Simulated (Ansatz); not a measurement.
The first iterations of a band of CH$_{8}$FNSi$_{2}$ (13 atoms, charge 0, multiplicity 1).

These are results of Ansatz, UKS PBE0/def2-SVP, not measurements.

```json
{"movable images": "7", "climbing image": "yes", "spring": "5.0 eV/Å²", "optimiser": "quadratic models (default)", "start path": "through a guess of the saddle point", "force threshold": "0.05 eV/Å", "iteration limit": "60", "end points": "relaxed"}
```

Initial state:

```xyz
13
Properties=species:S:1:pos:R:3
Si -0.790 0.338 -0.124
F -2.088 -0.321 -0.881
N 0.364 -0.811 0.405
C 0.296 -1.595 1.619
H 1.040 -1.155 -0.269
H -1.340 1.011 1.087
Si 0.243 1.754 -1.676
H 1.276 -1.650 2.122
H -0.403 -1.124 2.327
H -0.056 -2.629 1.451
H 0.968 0.932 -2.697
H -0.751 2.620 -2.380
H 1.241 2.629 -0.985
```

Final state:

```xyz
13
Properties=species:S:1:pos:R:3
Si -0.676 0.190 -0.712
F -2.466 -2.393 0.184
N -0.382 -0.867 0.474
C 0.666 -1.005 1.435
H -1.661 -1.920 0.398
H -1.912 -0.040 -1.500
Si 0.683 2.025 -1.271
H 1.166 -1.982 1.312
H 1.446 -0.221 1.396
H 0.245 -1.009 2.456
H 1.217 1.837 -2.654
H -0.135 3.275 -1.225
H 1.809 2.111 -0.294
```

| iteration | highest image above the first end (eV) | largest band force component (eV/Å) |
| --- | --- | --- |
| 1 | 5.155 | 5.664 |
| 2 | 3.617 | 2.638 |
| 3 | 3.399 | 3.479 |
| 4 | 3.332 | 3.094 |
| 5 | 3.283 | 2.676 |
| 6 | 3.257 | 3.657 |
| 7 | 3.258 | 1.212 |
| 8 | 3.254 | 0.428 |
| 9 | 3.273 | 0.372 |
| 10 | 3.284 | 0.515 |
| 11 | 3.284 | 0.231 |
| 12 | 3.291 | 0.524 |
| 13 | 3.296 | 0.616 |

Task: Does the band converge within its limit, and where does its top end?

Result: The forces met the threshold. It ended after 41 iterations with the highest image 3.356 eV above the first end. The profile has 3 maxima (images 2, 4, 6) with wells between them (images 3, 5): this band takes more than one step, which may be the mechanism or a detour left from its start path. Neighbouring images differ by up to 3.3 eV, so the band resolves the path poorly. A vibrational analysis at the climbing image gives one clearly imaginary mode, 231i cm⁻¹: a first-order saddle point. The orbitals were unrestricted but ended closed-shell.

Run time: 21 min on 4 threads of Arm Neoverse N1, on a shared host, peak memory 0.45 GiB.
